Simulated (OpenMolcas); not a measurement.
## Cu3+, Ag3+, Au3+: d8 down the group

* Program: OpenMolcas
* Method: CASSCF
* Basis: ANO-RCC-VQZP
* Scalar Hamiltonian: DKH2, point nucleus
* Spin-orbit coupling: RASSI with atomic mean-field integrals over the reference wave functions, term energies averaged over their components

Active space for each ion: 8 electrons in 5 orbitals (d).

Computed levels in cm-1 above 3F4:

```json
{"Level": "3F3", "Cu3+": "1837", "Ag3+": "4029", "Au3+": "12242"}
{"Level": "3P1", "Cu3+": "24220", "Ag3+": "19732", "Au3+": "26339"}
{"Level": "3P0", "Cu3+": "24571", "Ag3+": "20064", "Au3+": "23555"}
{"Level": "1G4", "Cu3+": "30380", "Ag3+": "24202", "Au3+": "29543"}
{"Level": "1S0", "Cu3+": "72987", "Ag3+": "56177", "Au3+": "62674"}
{"Level": "weight of 3F in the lowest level (%)", "Cu3+": "100", "Ag3+": "99", "Au3+": "96"}
```

Measured, with the error of the calculation in %. Measured levels: Cu3+ from Sugar and Musgrove, J. Phys. Chem. Ref. Data 19, 527 (1990); Ag3+ from the list in Gamrath, thesis, University of Mons (2023); Au3+ from Zainab et al., Astrophys. J. Suppl. Ser. 267, 12 (2023).

```csv
Level,Cu3+,Ag3+,Au3+
3F3,1861 (-1.3),4172 (-3.4),12294 (-0.4)
3P1,20097 (+20.5),15900 (+24.1),21490 (+22.6)
3P0,20423 (+20.3),16092 (+24.7),18185 (+29.5)
1G4,26913 (+12.9),20570 (+17.7),25702 (+14.9)
1S0,61456 (+18.8),47139 (+19.2),55278 (+13.4)
```

The fine-structure level 3F3 changes by a factor of 6.66 from Cu3+ to Au3+.

Without spin-orbit coupling 3P lies 22382, 15703, 14097 cm-1 above 3F in that order; the difference to the level 3P1, of either sign, comes from spin-orbit coupling, which also lowers the zero.

Without dynamic correlation excited terms often stand tens of per cent too high (terms of higher spin than the ground term too low), and those without a measured partner can miss by more than the paired ones. Measured partners are found by configuration, term and J. A level has none where our copy of the source lacks it or the pairing is in doubt (some pairs that miss far off the trend of their configuration count as doubtful), and it then counts in no deviation. Only configurations of the active space appear.
